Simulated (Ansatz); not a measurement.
System: C2H7Si, charge -1, multiplicity 1. It need not be the lowest isomer of its formula. Whether it binds its extra electron was not tested at this geometry. 
Structure (B3LYP-D3(BJ)/def2-TZVP (Ansatz, a quantum-chemistry and plane-wave program) minimum search):
```
Si
H 1 1.5496
C 1 1.9718 2 95.84
H 3 1.0966 1 110.80 2 70.50
H 3 1.0971 4 106.74 1 -119.97
H 3 1.0989 4 107.79 5 -115.24
C 1 1.9718 2 95.84 3 -97.84
H 7 1.0966 1 110.80 2 -70.50
H 7 1.0971 8 106.74 1 119.97
H 7 1.0989 8 107.79 9 115.24
```
Charge -1, spin multiplicity 1.

Basis-set convergence of Hartree-Fock and CCSD(T) correlation energies (hartree) with Ansatz. Correlated levels leave the core frozen unless marked. Spin-orbit coupling is left out. Non-relativistic.

```csv
basis,functions,E(HF),"E(corr, CCSD(T))",rough core time
aug-cc-pV(D+d)Z,141,-368.71830,-0.50461,under 20 s
aug-cc-pV(T+d)Z,308,___,___,2.4 min
```

Problem. Complete the blanks.

Solution. 
- aug-cc-pV(T+d)Z, E(HF): -368.75234
- aug-cc-pV(T+d)Z, E(corr, CCSD(T)): -0.58464
